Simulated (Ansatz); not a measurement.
`C#C[NH][SnH3]`, relaxed with RKS PBE0-D4/def2-TZVP in the Gaussian-basis code of Ansatz from a PBE-D4/def2-SVP geometry. The force threshold is 0.005 eV/Å; the program also tests the step.

Charge 0, multiplicity 1. Sn: def2 effective core potential.

Start:

```xyz
9

C     0.626   -1.959    1.381
C     0.058   -1.312    0.503
N    -0.499   -0.563   -0.460
Sn   -0.053    1.470   -0.643
H     1.118   -2.548    2.139
H    -1.399   -0.895   -0.819
H     1.624    1.545   -1.024
H    -1.072    2.001   -1.930
H    -0.402    2.261    0.854
```

(1) By how much does the energy fall, and how many steps does the optimiser take? (Estimate.)

(2) Which bonds change most? (An estimate is asked.)

(3) Give the relaxed structure. (An estimate is asked.)

## Answers

(1) Ansatz gave: 6.83 kJ/mol, in 4 steps.

(2) The calculation gave: N3–Sn4 from 2.089 to 2.045 Å; C1–C2 from 1.230 to 1.206 Å; Sn4–H9 from 1.728 to 1.705 Å; Sn4–H8 from 1.726 to 1.703 Å.

(3) The calculation gave: 
```xyz
9

C     0.618   -1.917    1.357
C     0.058   -1.290    0.492
N    -0.498   -0.552   -0.468
Sn   -0.050    1.437   -0.633
H     1.106   -2.490    2.106
H    -1.391   -0.882   -0.799
H     1.607    1.511   -1.003
H    -1.049    1.978   -1.901
H    -0.402    2.204    0.849
```
